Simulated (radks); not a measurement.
Species: Ne I. Configuration: [He] 2s2 2p5 3d1 (not the ground configuration). All-electron calculation, scalar-relativistic Kohn-Sham, OLYP, spin-unpolarised, spherical densities, point nucleus. Program: a radial shooting solver on a logarithmic mesh with Libxc functionals.

Local quantities along the radius. ELF = 1/(1 + alpha^2) is the electron localisation function; alpha = (tau - tau_W)/tau_unif compares the Pauli kinetic energy density with that of the uniform gas. tau is taken from the large components.

```
   r/bohr * ELF (the largest magnitude, 1, reaches the edge; | marks zero)
 0.005001 |                                                      *
 0.005776 |                                                      *
 0.006617 |                                                      *
 0.007642 |                                                      *
 0.008756 |                                                      *
  0.01011 |                                                      *
  0.01159 |                                                      *
  0.01338 |                                                      *
  0.01533 |                                                      *
   0.0177 |                                                      *
  0.02028 |                                                      *
  0.02342 |                                                      *
  0.02684 |                                                      *
  0.03099 |                                                      *
  0.03551 |                                                      *
  0.04101 |                                                      *
  0.04698 |                                                      *
  0.05426 |                                                      *
  0.06216 |                                                      *
  0.07179 |                                                      *
  0.08225 |                                                      *
  0.09498 |                                                      *
   0.1097 |                                                      *
   0.1257 |                                                     *
   0.1451 |                                                   *
   0.1663 |                                              *
    0.192 |                                   *
     0.22 |                    *
   0.2541 |          *
   0.2911 |       *
   0.3362 |         *
   0.3852 |               *
   0.4448 |                           *
   0.5096 |                                    *
   0.5886 |                                          *
   0.6743 |                                             *
   0.7788 |                                              *
   0.8922 |                                              *
     1.03 |                                             *
    1.181 |                                          *
    1.363 |                                      *
    1.562 |                              *
    1.804 |                   *
    2.083 |        *
    2.387 | *
    2.756 *
    3.158 *
    3.647 *
    4.179 *
    4.826 *
    5.529 *
    6.385 |*
    7.315 |*
    8.448 | *
    9.679 | *
    11.18 | *
    12.81 |*
    14.79 |*
    16.94 *
    19.57 *
    22.42 *
    25.89 *
    29.66 *
```

On this mesh the ELF has minima near r = 0.29 bohr, which separate the shells, and maxima near 0.78 (0.86).
